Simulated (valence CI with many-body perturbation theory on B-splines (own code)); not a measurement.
## Energy levels of V2+

Method: relativistic CI+MBPT: three valence electrons over a frozen Dirac-Fock core [Ar], a basis of 7 s, 7 p, 8 d, 6 f, 4 g, 1 h functions for each j, with the one-electron correlation potential Σ1 (screened to all orders), the two-electron term Σ2, the three-electron term Σ3, Breit, model QED; selected single and double excitations, second order for the rest, scaled by the run's own slope (own B-spline code, finite nucleus).

Set against measurement, 62 paired levels are off by 1108 cm⁻¹ on average, the worst by 2012. These come from a selection out of Sugar and Corliss, J. Phys. Chem. Ref. Data 7, 1191 (1978). Levels without a partner in it may be off by more, other configurations by 1,000 to 8,000 cm⁻¹. 2 measured levels below the end of the list, from 89458 cm⁻¹ on, found no clear computed partner, and computed levels of the same name lie up to 2347 cm⁻¹ from them.

Levels 91 to 135 of 201, with energies above the lowest level, 3d3 4F_3/2. "Leading %" is the weight of the configuration and term that name the level; weights of strongly mixed levels are sums over their largest components and can fall short. In the jj column 3d3/2^4 stands for four electrons in 3d with j = 3/2.

```csv
No.,Configuration,Term,J,E (cm⁻¹),Leading %,Second component,Leading jj
91,3d2.4d,4D,3/2,139654,96,,3d3/2 3d5/2 4d3/2 (39 %)
92,3d2.4d,2F,7/2,139697,86,9 % 3d2.4d 4D,3d3/2 3d5/2 4d3/2 (31 %)
93,3d2.4d,4H,11/2,139838,88,9 % 3d2.4d 4G,3d3/2 3d5/2 4d5/2 (47 %)
94,3d2.4d,4D,5/2,139838,94,,3d3/2 3d5/2 4d5/2 (56 %)
95,3d2.4d,4H,13/2,140093,97,,3d5/2^2 4d5/2 (77 %)
96,3d2.4d,4D,7/2,140115,88,9 % 3d2.4d 2F,3d5/2^2 4d5/2 (54 %)
97,3d2.4d,2P,1/2,141400,95,,3d3/2 3d5/2 4d5/2 (50 %)
98,3d2.4d,2P,3/2,141879,95,,3d5/2^2 4d5/2 (45 %)
99,3d2.4d,4P,1/2,142875,96,,3d3/2^2 4d5/2 (45 %)
100,3d2.4d,2G,7/2,142925,96,,3d3/2 3d5/2 4d5/2 (39 %)
101,3d2.4d,4P,3/2,143070,95,,3d3/2 3d5/2 4d5/2 (45 %)
102,3d2.4d,2G,9/2,143294,97,,3d5/2^2 4d3/2 (30 %)
103,3d2.4d,4P,5/2,143316,95,,3d5/2^2 4d3/2 (42 %)
104,3d2.5s,4F,3/2,143553,97,,3d3/2^2 5s (68 %)
105,3d2.5s,4F,5/2,143708,96,,3d3/2 3d5/2 5s (54 %)
106,3d2.5s,4F,7/2,143951,96,,3d3/2 3d5/2 5s (86 %)
107,3d2.4d,2H,9/2,143963,97,,3d3/2 3d5/2 4d5/2 (34 %)
108,3d2.4d,2D,3/2,144166,96,,3d3/2 3d5/2 4d5/2 (37 %)
109,3d2.5s,4F,9/2,144277,97,,3d5/2^2 5s (77 %)
110,3d2.4d,2D,5/2,144358,94,,3d5/2^2 4d5/2 (49 %)
111,3d2.4d,2H,11/2,144405,97,,3d5/2^2 4d3/2 (34 %)
112,3d2.5s,2F,5/2,144877,95,,3d3/2 3d5/2 5s (66 %)
113,3d2.4d,4F,3/2,145150,97,,3d3/2^2 4d3/2 (30 %)
114,3d2.4d,4F,5/2,145286,97,,3d3/2 3d5/2 4d3/2 (45 %)
115,3d2.5s,2F,7/2,145357,95,,3d5/2^2 5s (65 %)
116,3d2.4d,4F,7/2,145471,97,,3d3/2 3d5/2 4d5/2 (44 %)
117,3d2.4d,4F,9/2,145701,97,,3d5/2^2 4d5/2 (46 %)
118,3d2.4d,2S,1/2,150782,95,,3d5/2^2 4d3/2 (22 %)
119,3d2.4d,2P,3/2,151592,96,,3d3/2 3d5/2 4d5/2 (42 %)
120,3d2.4d,2F,5/2,151671,96,,3d3/2 3d5/2 4d3/2 (28 %)
121,3d2.4d,2F,7/2,151838,95,,3d5/2^2 4d5/2 (45 %)
122,3d2.4d,2P,1/2,151991,95,,3d5/2^2 4d5/2 (60 %)
123,3d2.4d,2G,9/2,153077,94,,3d3/2 3d5/2 4d5/2 (37 %)
124,3d2.4d,2G,7/2,153090,95,,3d3/2 3d5/2 4d3/2 (33 %)
125,3d2.4d,4F,3/2,154351,95,,3d3/2 3d5/2 4d3/2 (35 %)
126,3d2.4d,4F,5/2,154424,92,4 % 3d2.4d 4D,3d3/2 3d5/2 4d3/2 (55 %)
127,3d2.4d,4F,7/2,154531,89,7 % 3d2.4d 4D,3d3/2 3d5/2 4d5/2 (71 %)
128,3d2.4d,4D,3/2,154603,80,14 % 3d2.4d 2D,3d3/2 3d5/2 4d3/2 (41 %)
129,3d2.4d,4D,1/2,154654,97,,3d3/2 3d5/2 4d3/2 (78 %)
130,3d2.4d,4D,5/2,154667,85,6 % 3d2.4d 2D,3d3/2 3d5/2 4d3/2 (32 %)
131,3d2.4d,4F,9/2,154703,94,,3d5/2^2 4d5/2 (58 %)
132,3d2.4d,4D,7/2,154807,90,6 % 3d2.4d 4F,3d3/2 3d5/2 4d5/2 (45 %)
133,3d2.4d,2D,3/2,154990,74,16 % 3d2.4d 4D,3d3/2 3d5/2 4d5/2 (33 %)
134,3d2.4d,2D,5/2,155253,48,38 % 3d2.5s 2D,3d5/2^2 4d5/2 (31 %)
135,3d2.5s,2D,3/2,155383,92,,3d5/2^2 5s (37 %)
```

Names give the largest LS component (configuration and term), which can be under half, so a name can repeat, a term be missing and a line seem to break the LS rules; names also repeat where a configuration has a term twice.

Where two levels of one J and parity lie close, their mixing, g and order are uncertain.
